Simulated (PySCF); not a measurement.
# Electronic structure of S²⁺ (sulfur, charge +2) at the UHF level

Configuration: [Ne] 3s2 3p1 4s1, high-spin 3P determinant (an excited configuration). All numbers are calculated (PySCF 2.14, the non-relativistic Hamiltonian (point nucleus), in aug-cc-pV(D+d)Z (5s4p3d, 32 functions)).

- Total energy: -395.662827 hartree
- One-electron energy: -530.7899 hartree
- Hartree (Coulomb) energy: 159.2326 hartree
- Exchange energy: -24.1055 hartree
- Kinetic energy: 395.11605 hartree
- ⟨S²⟩: 2.0099
- ⟨L²⟩: 2.089
- Sum of ⟨r⟩: 12.62 bohr
- Sum of ⟨r²⟩: 29.17 bohr²
- Traceless quadrupole moment −½Σ⟨3z² − r²⟩ along its main axis: -1.94 e·bohr²
- Density at the nucleus (Gaussians lack the cusp): 2600 bohr⁻³
- Spin density at the nucleus: 2.19 bohr⁻³
- Langevin diamagnetic susceptibility: -23.1 ×10⁻⁶ cm³/mol

```csv
shell,electrons,mean orbital energy (eV),spread (eV),"rms radius, mean of both spins (bohr)"
1s α,1,-2539.8,0,0.113
1s β,1,-2539.4,0,0.113
2s α,1,-279.53,0,0.517
2s β,1,-279.01,0,0.517
2p α,3,-216.28,0.591,0.491
2p β,3,-215.59,0.786,0.491
3s α,1,-52.166,0,1.65
3s β,1,-48.236,0,1.65
3p α,1,-39.615,0,1.84
4s α,1,-16.157,0,4.28
```

The outer electron is Rydberg-like, and this basis confines it to a smaller radius and binds it less than a complete one would.

Spin-orbit constants ζ (cm⁻¹) from the X2C one-electron operator on these orbitals (non-relativistic here): bare nucleus, nucleus screened by l(l+1)(2l+1)/3 electrons, and screened by the Breit-Pauli mean field of the electrons.

```
shell   bare  screened nucleus  mean field
   2p   7369              6448        6025
   3p  656.9             574.7       530.4
```

To first order the Landé constant is A = 265.2 cm⁻¹, so the lowest level has J = 0 and lies 0.0658 eV below the centre of the term. This holds in LS coupling only.
